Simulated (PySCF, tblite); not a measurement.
Isomers of C5H11O2Si (doublet state), one GFN2-xTB conformer each. Single-point energies are computed at B3LYP/pcH-1 (PySCF, gas phase, no added dispersion term), electronic only. GFN2-xTB treats the open shell by occupation alone, and not every SCF solution was tested for stability.

```tsv
SMILES	GFN2-xTB relative energy (kJ/mol)
[SiH3]OC[C@H]1[CH]COC1	28.2
[CH2]CO[SiH2]OC1CC1	0.0
```

Conformers: `[SiH3:1][O:2][CH2:3][C@H:4]1[CH:5][CH2:6][O:7][CH2:8]1` (doublet state) with Si1–O2–C3–C4 -176°, O2–C3–C4–C5 178°, C3–C4–C5–C6 129°, C4–C5–C6–O7 10°, C5–C6–O7–C8 -25°, C6–O7–C8–C4 30°; `[CH2:1][CH2:2][O:3][SiH2:4][O:5][CH:6]1[CH2:7][CH2:8]1` (doublet state) with H–C1–C2–O3 -4° and 177°, C1–C2–O3–Si4 -164°, C2–O3–Si4–O5 -179°, O3–Si4–O5–C6 -178°, Si4–O5–C6–C7 -75°.

Question: What does B3LYP/pcH-1 give for the same structures?

Answer: 
| SMILES | B3LYP/pcH-1 E (Eh) | B3LYP/pcH-1 (kJ/mol) | GFN2-xTB (kJ/mol) | point group |
| --- | --- | --- | --- | --- |
| [CH2]CO[SiH2]OC1CC1 | -637.08706 | 0.0 | 0.0 | C1 |
| [SiH3]OC[C@H]1[CH]COC1 | -637.07153 | 40.8 | 28.2 | C1 |

Both levels put the same isomer lowest. As drawn, the lower has a three-membered ring, which the higher lacks.

Question: What happens when harmonic zero-point energies from GFN2-xTB frequencies are added?

Answer: 
```tsv
SMILES	ZPE (kJ/mol)	electronic (kJ/mol)	with ZPE (kJ/mol)
[CH2]CO[SiH2]OC1CC1	381.1	0.0	0.0
[SiH3]OC[C@H]1[CH]COC1	380.3	40.8	40.0
```

The zero-point energies span 0.8 kJ/mol. The order is unchanged.
